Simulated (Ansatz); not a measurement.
Cartesian coordinates in Å:
```
O 0.9193 -0.6786 -1.7761
Ge 0.4630 0.0106 -0.1885
O 1.9373 0.3082 0.7816
Si -0.4136 2.1722 -0.6733
Ge -0.9288 -1.6139 0.9924
H 1.1695 -1.6043 -1.7353
H 2.3208 -0.4897 1.1524
H -0.7823 2.8360 0.6035
H 0.6026 2.9797 -1.3927
H -1.6298 2.0179 -1.5120
H -1.3326 -1.0840 2.3770
H -2.1968 -1.9364 0.1868
H -0.1287 -2.9177 1.1841
```

Charge 0, multiplicity 1.

(1) List the PBE/def2-TZVPP orbital energies in eV (Ansatz 0.2.0). (An estimate is asked.)

Answers

(1) The calculation gave: Occupied: -10804.98, -10804.53, -1779.74, -1338.25, -1337.92, -1191.67, -1191.67, -1191.67, -1191.34, -1191.33, -1191.33, -510.12, -510.12, -162.91, -162.48, -137.53, -114.36, -114.36, -114.33, -113.92, -113.91, -113.90, -94.27, -94.24, -94.24, -30.35, -30.25, -30.15, -30.14, -30.13, -29.75, -29.74, -29.70, -29.68, -29.68, -24.60, -24.11, -14.71, -13.75, -12.82, -11.96, -10.17, -8.91, -8.74, -8.61, -8.58, -8.34, -8.13, -7.40, -7.01, -6.39. Lowest empty: -1.34, -1.00, -0.89, -0.28, 0.29, 0.41, 0.71, 0.95.
